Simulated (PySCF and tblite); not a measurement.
Results of a calculation; reference values are marked as such.
C₆H₉F₃O, numbered as in [F:1][C:2]([F:3])([F:4])[C@@H:5]1[CH2:6][CH2:7][CH2:8][CH2:9][O:10]1.

Level: PBE0-D3(BJ)/def2-SVPD//PBE0-D3(BJ)/def2-SVP, thermal terms from GFN2-xTB, symmetry numbers and mirror pairs counted. Conformers within 4 kcal/mol (GFN2-xTB free energy) were kept, 5 at most. (PySCF 2.14, tblite 0.8.)

Rotational constants are equilibrium values for the commonest isotopes; dipoles come from the energy level named.

The 6-ring runs over atoms 5–6–7–8–9–10.

```json
{"conformer": "1", "shape": "6-ring chair (all substituents equatorial)", "symmetry": "C1"}
{"conformer": "2", "shape": "6-ring chair (C2 axial)", "symmetry": "C1"}
{"conformer": "3", "shape": "6-ring twist-boat (ring torsions 62, -25, -36, 66, -27, -36°)", "symmetry": "C1"}
{"conformer": "4", "shape": "6-ring between boat and twist-boat (ring torsions 49, -62, 19, 40, -54, 6°)", "symmetry": "C1"}
```

Task: Give the rotational constants and dipole components, as needed to look for these species in a jet-cooled rotational spectrum.

Result: 
```csv
conformer,A (MHz),B (MHz),C (MHz),abs μa (D),abs μb (D),abs μc (D),κ,Ic−Ia−Ib (u Å²)
1,2564,923,799,3.32,1.05,0.93,-0.86,-112.0
2,2282,1090,960,2.33,1.18,0.21,-0.80,-158.6
3,2548,961,848,2.78,1.28,0.29,-0.87,-128.3
4,2276,1088,968,2.30,1.07,0.10,-0.82,-164.6
```

Task: Which type of transition is strongest for conformer 1?

Result: a-type, since that component is clearly the largest; the top is near-prolate.
